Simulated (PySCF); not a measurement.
A side-by-side comparison of computed properties.

First species: C5H15N3Si.
InChI=1S/C5H15N3Si/c1-4-5(7-2)9(6)8-3/h5,8-9H,2,4,6H2,1,3H3/t5-,9+/m1/s1

Second species: C₆H₁₃ClO₂Si.
InChI=1S/C6H13ClO2Si/c7-2-3-9-6-1-4-10(8)5-6/h6,8,10H,1-5H2/t6-,10+/m0/s1

Levels: PBE0/pcSseg-1 for HOMO energy, LUMO energy and HOMO–LUMO gap. Geometries: GFN2-xTB. Each structure is a single optimised conformer of the isolated species, non-relativistic unless stated. Electronic properties by PySCF.

```csv
property,column X,column Y
HOMO energy,-6.58 eV,-7.52 eV
LUMO energy,-0.14 eV,0.68 eV
HOMO–LUMO gap,6.44 eV,8.20 eV
```

Q: Which column belongs to which species?

A: Column X is the first species and column Y the second. The first has 24 atoms and 80 electrons, the second 23 and 96.

Q: How does each property change from the first species to the second?

A: HOMO energy -0.94 eV; LUMO energy +0.82 eV; HOMO–LUMO gap +1.76 eV.

